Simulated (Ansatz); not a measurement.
SnEt3(OSiMe3) (C₉H₂₄OSiSn), 36 atoms. Hardware: 4 threads of Arm Neoverse V1 on a shared host.

In the def2 sets Sn takes a core potential; there is no spin–orbit coupling. Correlated methods freeze 19 core orbitals; core or outer-core shells of Sn are correlated, in sets that lack core-valence functions.

Problem. How many basis functions does each of these Ansatz runs have, and roughly what does it cost? MP2/def2-SVP, charge 0 singlet, energy, from earlier orbitals; r2SCAN-D4/def2-SVP, charge 0 triplet at the geometry of the charge 0 singlet, energy, from earlier orbitals; PBE0-D4/def2-SVP, charge 0 triplet at the geometry of the charge 0 singlet, energy; HF/STO-3G, charge 0 singlet, energy; PBE-D4/def2-SVP, charge 0 triplet at the geometry of the charge 0 singlet, energy, from earlier orbitals; PBE0-D4/def2-SVP, charge 1 doublet at the geometry of the charge 0 singlet, energy; PBE-D4/def2-TZVP, charge 0 singlet, energy and forces, from earlier orbitals; r2SCAN-D4/def2-TZVP, charge 0 singlet, energy, from earlier orbitals; PBE0-D4/def2-SVP, charge 0 singlet, energy, from earlier orbitals; PBE-D4/def2-SVP, charge 0 singlet, energy, from earlier orbitals; PBE0-D4/def2-TZVP, charge 0 singlet, energy, from earlier orbitals; PBE-D4/def2-SVP, charge 0 singlet, relaxation, 11 steps.

Solution. Other jobs shared the machine, so times can vary by a factor of up to 3. A dash marks memory too small to be measured apart from the calling script's.

| run | functions | fitting or Cholesky vectors | wall time | peak host memory (GiB) |
| --- | --- | --- | --- | --- |
| HF/STO-3G, charge 0 singlet, energy | 110 | 1525 | 2.1 s | – |
| PBE-D4/def2-SVP, charge 0 singlet, energy, from earlier orbitals | 304 | 3444 | 9 s | – |
| PBE0-D4/def2-SVP, charge 0 singlet, energy, from earlier orbitals | 304 | 3507 | 20 s | 2.2 |
| MP2/def2-SVP, charge 0 singlet, energy, from earlier orbitals | 304 | 3216 | 21 s | 1.4 |
| PBE-D4/def2-TZVP, charge 0 singlet, energy and forces, from earlier orbitals | 541 | 3467 | 23 s | 1.7 |
| r2SCAN-D4/def2-TZVP, charge 0 singlet, energy, from earlier orbitals | 541 | 3467 | 36 s | 1.8 |
| PBE0-D4/def2-TZVP, charge 0 singlet, energy, from earlier orbitals | 541 | 3871 | 48 s | 4.1 |
| PBE-D4/def2-SVP, charge 0 triplet at the geometry of the charge 0 singlet, energy, from earlier orbitals | 304 | 3444 | 51 s | 1.9 |
| PBE0-D4/def2-SVP, charge 1 doublet at the geometry of the charge 0 singlet, energy | 304 | 3216 | 54 s | 2 |
| PBE0-D4/def2-SVP, charge 0 triplet at the geometry of the charge 0 singlet, energy | 304 | 3216 | 58 s | 2.1 |
| PBE-D4/def2-SVP, charge 0 singlet, relaxation, 11 steps | 304 | 3444 | 81 s | – |
| r2SCAN-D4/def2-SVP, charge 0 triplet at the geometry of the charge 0 singlet, energy, from earlier orbitals | 304 | 3444 | 1.7 min | 2.1 |
